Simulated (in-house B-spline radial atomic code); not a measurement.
Configurations of Se V (Se4+), with energies counted from [Ar] 3d10 4s2. Level of theory: non-relativistic TPSSh, spin-polarised, spherical fractional occupations, point nucleus; calculated with a B-spline radial code for spherical atoms. Caution: exact exchange at fractional occupations of open shells leaves self-interaction of up to several eV. Shells without spins written out take the highest spin.

Occupations are held fixed; configurations that lie above the ionisation limit could autoionise.

```json
{"configuration": "[Ar] 3d10 4s1 4p1", "E - E(ref) (eV)": "11.31", "highest orbital": "4p up", "its <r> (bohr)": "1.79"}
{"configuration": "[Ar] 3d10 4s1 5p1", "E - E(ref) (eV)": "39.179", "highest orbital": "5p up", "its <r> (bohr)": "3.639"}
{"configuration": "[Ar] 3d10 4s(0 up, 1 down) 4f(1 up, 0 down)", "E - E(ref) (eV)": "44.858", "highest orbital": "4f up", "its <r> (bohr)": "3.432"}
{"configuration": "[Ar] 3d9 4s2 4p1", "E - E(ref) (eV)": "63.678", "highest orbital": "4p up", "its <r> (bohr)": "1.729"}
{"configuration": "[Ar] 3d9 4s2 4d1", "E - E(ref) (eV)": "84.09", "highest orbital": "4d up", "its <r> (bohr)": "2.214"}
{"configuration": "[Ar] 3d9 4s2 4f1", "E - E(ref) (eV)": "99.061", "highest orbital": "4f up", "its <r> (bohr)": "3.251"}
{"configuration": "[Ar] 3d(4 up, 5 down) 4s2 5f(0 up, 1 down)", "E - E(ref) (eV)": "106.6", "highest orbital": "5f down", "its <r> (bohr)": "5.766"}
```

(1) Order these further configurations by energy, lowest first.
A. [Ar] 3d10 4s1 4d1
B. [Ne] 3s2 3p5 3d10 4s2 4d1
C. [Ar] 3d10 4s1 5f1
D. [Ar] 3d9 4s2 5s1
E. [Ar] 3d10 4s(0 up, 1 down) 5p(1 up, 0 down)

(2) How far above the reference does [Ar] 3d10 4s(1 up, 0 down) 5f(0 up, 1 down) lie?

(3) How far above the reference does [Ar] 3d9 4s2 5p1 lie?

Results:

(1) A (30.712 eV), E (39.321 eV), C (52.015 eV), D (88.639 eV), B (183.16 eV).

(2) 52.277 eV; its least bound orbital is 5f down with <r> = 5.964 bohr.

(3) 93.354 eV; its least bound orbital is 5p up with <r> = 3.564 bohr.
